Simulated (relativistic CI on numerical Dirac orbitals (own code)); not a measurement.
Se29+: sensitivity of the levels to the model

Base calculation: Dirac-Coulomb-Breit CI, separate exchange-only KLI orbitals for each configuration, model QED (radiative potential, 1s self-energy scaled to tabulated hydrogen-like ionisation energies), unscaled Slater integrals.

Configurations in the expansion (outside the closed core 1s2): 2s2 2p, 2s 2p2, 2p3, 2p2 3s, 2p2 3p, 2p2 3d, 2s2 3s, 2s2 3p, 2s2 3d, 2s 2p 3s, 2s 2p 3p, 2s 2p 3d, 2s2 4s, 2s2 4p, 2s2 4d, 2s2 4f, 2s 2p 4s, 2s 2p 4p, 2s 2p 4d, 2s 2p 4f, 2s2 5s, 2s2 5p, 2s2 5d, 2s2 5f, 2s2 5g, 2s 3s2, 2s 3s 3p, 2s 3s 3d, 2s 3p2, 2s 2p 5s, 2s 3p 3d, 2s 2p 5p, 2s 2p 5d, 2s 2p 5f, 2s 2p 5g, 2p 3s2. Levels of other configurations are missing.

Variants: (1) P86 correlation estimate. Shifts of the energy above 2s2 2p 2P°_1/2, in eV, for the lowest level and the first level of each name with at least 55 % of one term (blank where a level changes its place among those of its configuration and J or its character, or is not in the variant):

| Level | Base | Δ(1) |
| --- | --- | --- |
| 2s2 2p 2P°_1/2 | 0.00 | 0.00 |
| 2s2 2p 2P°_3/2 | 47.55 | 0.00 |
| 2s 2p2 4P_1/2 | 78.51 | +0.35 |
| 2s 2p2 4P_3/2 | 107.17 | +0.35 |
| 2s 2p2 4P_5/2 | 122.63 | +0.35 |
| 2s 2p2 2D_3/2 | 156.35 | +0.35 |
| 2s 2p2 2P_1/2 | 167.25 | +0.35 |
| 2s 2p2 2D_5/2 | 176.44 | +0.35 |
| 2s 2p2 2S_1/2 | 217.98 | +0.35 |
| 2s 2p2 2P_3/2 | 219.65 | +0.35 |
| 2p3 4S°_3/2 | 251.28 | +0.53 |
| 2p3 2D°_3/2 | 287.61 | +0.54 |
| 2p3 2D°_5/2 | 298.56 | +0.54 |
| 2p3 2P°_1/2 | 322.52 | +0.53 |
| 2p3 2P°_3/2 | 356.73 | +0.53 |
| 2s2 3s 2S_1/2 | 1846.63 | +0.90 |
| 2s2 3p 2P°_1/2 | 1877.93 | +1.12 |
| 2s2 3p 2P°_3/2 | 1891.31 | +1.12 |
| 2s 2p 3s 4P°_1/2 | 1908.14 | +1.15 |
| 2s 2p 3s 4P°_3/2 | 1917.05 | +1.15 |
| 2s2 3d 2D_3/2 | 1919.15 | +0.75 |
| 2s2 3d 2D_5/2 | 1923.26 | +0.74 |

At this charge energies of transitions that change n are usually good to better than 1 %, and those within a shell (Δn = 0) to a few per cent.

Ionisation energy from the two ground configurations alone: base 3305.3 eV; P86 correlation estimate 3306.61 eV. The NIST ASD value (semi-empirical) is 3301.8 eV.

LS names give the leading component of a level, which can be under half, so a name can repeat, a term be missing and a line seem to break the LS rules.
